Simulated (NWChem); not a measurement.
System: SiH2O2BrCl; SMILES O[Si](O)(Cl)Br

The following NWChem deck was run.

```
start job
memory heap 200 mb stack 900 mb global 1100 mb
geometry units angstroms noautoz
  O     -1.241189    -0.950791     1.394454
  Si    -0.416959    -0.604326     0.005556
  O     -1.411277    -0.885424    -1.292700
  Cl     1.239708    -1.821415     0.013350
  Br     0.280330     1.521357    -0.065738
  H     -2.113656    -0.523650     1.467765
  H     -1.125473    -0.488938    -2.135067
end
basis spherical
  * library def2-svp
end
dft
  xc xpbe96 cpbe96
  iterations 150
  mulliken
end
task dft energy
```

Parts of the log:

```
             Northwest Computational Chemistry Package (NWChem) 7.3.0
             --------------------------------------------------------

 C1  symmetry detected

                             Geometry "geometry" -> ""
                             -------------------------

 Output coordinates in angstroms (scale by  1.889725989 to convert to a.u.)

  No.       Tag          Charge          X              Y              Z
 ---- ---------------- ---------- -------------- -------------- --------------
    1 O                    8.0000    -1.23572356    -0.99915812     1.37878944
    2 Si                  14.0000    -0.41790732    -0.58696600     0.00412403
    3 O                    8.0000    -1.41188580    -0.82440228    -1.30308055
    4 Cl                  17.0000     1.25123269    -1.78606462    -0.04110882
    5 Br                  35.0000     0.25728291     1.54697293     0.01980275
    6 H                    1.0000    -2.11239885    -0.58450086     1.47110626
    7 H                    1.0000    -1.13188134    -0.39044583    -2.12875999

 Effective nuclear repulsion energy (a.u.)     525.3958461343

  pbe96 is a nonlocal functional; adding pw91lda local functional.

                                 NWChem DFT Module
                                 -----------------

 Summary of "ao basis" -> "ao basis" (spherical)
 ------------------------------------------------------------------------------
       Tag                 Description            Shells   Functions and Types
 ---------------- ------------------------------  ------  ---------------------
 O                          def2-svp                 6       14   3s2p1d
 Si                         def2-svp                 8       18   4s3p1d
 Cl                         def2-svp                 8       18   4s3p1d
 Br                         def2-svp                12       32   5s4p3d
 H                          def2-svp                 3        5   2s1p

            General Information
            -------------------
          SCF calculation type: DFT
          Wavefunction type:  closed shell.
          No. of atoms     :     7
          No. of electrons :    84
           Alpha electrons :    42
            Beta electrons :    42
          Charge           :     0
          Spin multiplicity:     1
          Use of symmetry is: off; symmetry adaption is: off
          Maximum number of iterations: 150
          AO basis - number of functions:   106
                     number of shells:    46
          Convergence on energy requested:  1.00D-06
          Convergence on density requested:  1.00D-05
          Convergence on gradient requested:  5.00D-04

              XC Information
              --------------
          PerdewBurkeErnzerhof Exchange Functional  1.000
            Perdew 1991 LDA Correlation Functional  1.000 local
           PerdewBurkeErnz. Correlation Functional  1.000 non-local

             Grid Information
             ----------------
          Grid used for XC integration:  medium
          Radial quadrature: Mura-Knowles
          Angular quadrature: Lebedev.
          Tag              B.-S. Rad. Rad. Pts. Rad. Cut. Ang. Pts.
          ---              ---------- --------- --------- ---------
          O                   0.60       49          10.0       434
          Si                  1.10       88           8.0       590
          Cl                  1.00       88          10.0       590
          Br                  1.15      112          10.0       590
          H                   0.35       45          10.0       434
          Grid pruning is: on
          Number of quadrature shells:   476
          Spatial weights used:  Erf1

      Superposition of Atomic Density Guess
      -------------------------------------

 Sum of atomic energies:       -3470.52873781

      Non-variational initial energy
      ------------------------------

 Total energy =   -3471.828724
 1-e energy   =   -5872.675194
 2-e energy   =    1875.450624
 HOMO         =      -0.396292
 LUMO         =       0.034168

     ---------------------------------------------
      Total Density - Mulliken Population Analysis
     ---------------------------------------------

    Atom       Charge   Shell Charges
 -----------   ------   -------------------------------------------------------
    1 O    8     8.75   1.99  1.10  0.64  3.07  1.95  0.00
    2 Si  14    12.41   2.00  1.99  0.79  0.02  5.93  0.79  0.53  0.36
    3 O    8     8.76   1.99  1.10  0.64  3.07  1.95  0.00
    4 Cl  17    17.39   2.00  1.99  1.22  0.72  5.94  2.15  3.35  0.01
    5 Br  35    35.41   2.00  2.00  2.00  1.36  0.59  6.00  5.99  2.37  3.09  8.23  1.73  0.06
    6 H    1     0.64   0.51  0.07  0.06
    7 H    1     0.64   0.51  0.07  0.06

   convergence    iter        energy       DeltaE   RMS-Dens  Diis-err
 ---------------- ----- ----------------- --------- --------- ---------
 d= 0,ls=0.0,diis     1  -3474.0112240372 -4.00D+03  1.91D-02  1.30D+00
 d= 0,ls=0.0,diis     2  -3473.7568233108  2.54D-01  1.29D-02  3.69D+00
 d= 0,ls=0.0,diis     3  -3474.1360833010 -3.79D-01  2.59D-03  1.04D-01
 d= 0,ls=0.0,diis     4  -3474.1424939101 -6.41D-03  1.52D-03  2.79D-02
 d= 0,ls=0.0,diis     5  -3474.1456470097 -3.15D-03  3.44D-04  1.55D-03
  Resetting Diis
 d= 0,ls=0.0,diis     6  -3474.1458676831 -2.21D-04  5.03D-05  4.00D-05
 d= 0,ls=0.0,diis     7  -3474.1458700267 -2.34D-06  6.58D-05  1.57D-05
 d= 0,ls=0.0,diis     8  -3474.1458641254  5.90D-06  4.48D-05  7.71D-05
 d= 0,ls=0.0,diis     9  -3474.1458715576 -7.43D-06  2.61D-06  4.20D-08
 d= 0,ls=0.0,diis    10  -3474.1458715612 -3.65D-09  9.50D-07  1.80D-08

         Total DFT energy =    -3474.145871561242
      One electron energy =    -5874.677943414286
           Coulomb energy =     2032.778904194484
    Exchange-Corr. energy =     -157.642678475717
 Nuclear repulsion energy =      525.395846134278

 Numeric. integr. density =       83.999995714247

                       DFT Final Molecular Orbital Analysis
                       ------------------------------------

 Vector   40  Occ=2.000000D+00  E=-2.852895D-01
              MO Center=  1.9D-01, -1.1D+00, -1.6D-01, r^2= 4.0D+00
   Bfn.  Coefficient  Atom+Function         Bfn.  Coefficient  Atom+Function
  ----- ------------  ---------------      ----- ------------  ---------------
    59      0.458382  4 Cl pz                56      0.345146  4 Cl pz
    36      0.258127  3 O  px                53      0.200630  4 Cl pz
    39      0.182489  3 O  px                37     -0.177255  3 O  py
     6     -0.143390  1 O  pz                 4     -0.134398  1 O  px
    57      0.129951  4 Cl px                40     -0.128457  3 O  py

 Vector   41  Occ=2.000000D+00  E=-2.659095D-01
              MO Center=  2.2D-02,  8.9D-01,  1.1D-01, r^2= 3.4D+00
   Bfn.  Coefficient  Atom+Function         Bfn.  Coefficient  Atom+Function
  ----- ------------  ---------------      ----- ------------  ---------------
    81      0.530215  5 Br pz                78      0.474102  5 Br pz
    75     -0.314641  5 Br pz                 5     -0.222222  1 O  py
     8     -0.162405  1 O  py                37      0.148259  3 O  py
    59     -0.135546  4 Cl pz                40      0.110564  3 O  py
    72      0.102325  5 Br pz                56     -0.100268  4 Cl pz

 Vector   42  Occ=2.000000D+00  E=-2.623846D-01
              MO Center=  3.0D-01,  6.0D-01, -8.5D-02, r^2= 4.0D+00
   Bfn.  Coefficient  Atom+Function         Bfn.  Coefficient  Atom+Function
  ----- ------------  ---------------      ----- ------------  ---------------
    79      0.481936  5 Br px                76      0.433310  5 Br px
    73     -0.286973  5 Br px                58     -0.268272  4 Cl py
    55     -0.200663  4 Cl py                37      0.175413  3 O  py
    80     -0.147764  5 Br py                57     -0.145343  4 Cl px
    77     -0.136400  5 Br py                40      0.131842  3 O  py

 Vector   43  Occ=0.000000D+00  E=-3.153388D-02
              MO Center= -2.1D-01, -1.2D-01, -5.3D-02, r^2= 4.6D+00
   Bfn.  Coefficient  Atom+Function         Bfn.  Coefficient  Atom+Function
  ----- ------------  ---------------      ----- ------------  ---------------
    17      0.683828  2 Si s                 18      0.684208  2 Si s
    80      0.506126  5 Br py                 3     -0.369531  1 O  s
    35     -0.344742  3 O  s                 16      0.340166  2 Si s
    98      0.335107  6 H  s                 57      0.301440  4 Cl px
    68     -0.292709  5 Br s                 58     -0.284876  4 Cl py

 Vector   44  Occ=0.000000D+00  E= 1.139709D-02
              MO Center= -1.0D+00, -3.8D-01, -2.7D-01, r^2= 5.4D+00
   Bfn.  Coefficient  Atom+Function         Bfn.  Coefficient  Atom+Function
  ----- ------------  ---------------      ----- ------------  ---------------
   103      0.676642  7 H  s                 98      0.546900  6 H  s
     3     -0.510367  1 O  s                 35     -0.495199  3 O  s
    25     -0.486872  2 Si px                17     -0.426050  2 Si s
    80     -0.327613  5 Br py                26     -0.304636  2 Si py
    22     -0.266910  2 Si px                69      0.241190  5 Br s

 Vector   45  Occ=0.000000D+00  E= 1.548957D-02
              MO Center= -8.1D-01, -3.6D-01, -4.1D-01, r^2= 5.4D+00
   Bfn.  Coefficient  Atom+Function         Bfn.  Coefficient  Atom+Function
  ----- ------------  ---------------      ----- ------------  ---------------
   103      0.633366  7 H  s                 27     -0.587131  2 Si pz
    35     -0.572897  3 O  s                  3      0.548115  1 O  s
    98     -0.537942  6 H  s                 24     -0.239910  2 Si pz
    59      0.197825  4 Cl pz                81      0.194523  5 Br pz
    39     -0.182768  3 O  px                36     -0.175130  3 O  px

     ---------------------------------------------
      Total Density - Mulliken Population Analysis
     ---------------------------------------------

[...]
```

Level: PBE/def2-SVP. Coordinates come from a PBE-D3(BJ)/def2-SVP optimisation.
